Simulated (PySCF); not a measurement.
SMILES CC(C)(C)[SiH2][SiH2]N, GFN2-xTB optimised geometry.

```
22

C      1.36    -0.48     0.00
C     -0.17    -0.48     0.00
C     -0.66    -1.17     1.27
C     -0.66     0.96     0.00
Si    -0.83    -1.40    -1.55
Si    -0.22    -0.33    -3.50
N     -0.75    -1.37    -4.77
H      1.75    -1.50     0.01
H      1.75     0.03    -0.88
H      1.75     0.03     0.88
H     -1.75    -1.17     1.31
H     -0.32    -2.21     1.30
H     -0.29    -0.66     2.16
H     -1.75     1.00     0.00
H     -0.31     1.49     0.88
H     -0.31     1.50    -0.88
H     -0.33    -2.79    -1.46
H     -2.29    -1.52    -1.37
H     -0.92     0.93    -3.80
H      1.22     0.01    -3.58
H     -0.53    -2.35    -4.72
H     -0.67    -1.06    -5.72
```

Density from PBE0/def2-SVP run with PySCF at that geometry.

Minimum of the electron density along straight lines between bonded atoms, close to the bond critical point (lines longer than 1.1 times the sum of covalent radii, or with two minima, are not listed):

```tsv
bond	length / Å	ρ at the minimum / e bohr⁻³	∇²ρ there / e bohr⁻⁵	position (fraction from the first atom)
C1–C2	1.528	0.242	-0.54	0.50
C2–C3	1.527	0.242	-0.54	0.50
C2–C4	1.528	0.242	-0.54	0.50
C2–Si5	1.921	0.111	0.28	0.62
Si6–N7	1.725	0.122	0.74	0.40
C1–H8	1.088	0.276	-1.00	0.62
C1–H9	1.089	0.276	-1.00	0.62
C1–H10	1.091	0.274	-0.99	0.62
C3–H11	1.088	0.276	-1.01	0.62
C3–H12	1.088	0.276	-1.01	0.62
C3–H13	1.091	0.274	-0.99	0.62
C4–H14	1.089	0.276	-1.01	0.62
C4–H15	1.091	0.274	-0.99	0.62
C4–H16	1.089	0.275	-0.99	0.62
Si5–H17	1.477	0.113	0.32	0.49
Si5–H18	1.473	0.114	0.31	0.49
Si6–H19	1.468	0.116	0.32	0.49
Si6–H20	1.481	0.114	0.31	0.49
N7–H21	1.007	0.333	-1.53	0.76
N7–H22	1.007	0.332	-1.53	0.76
```
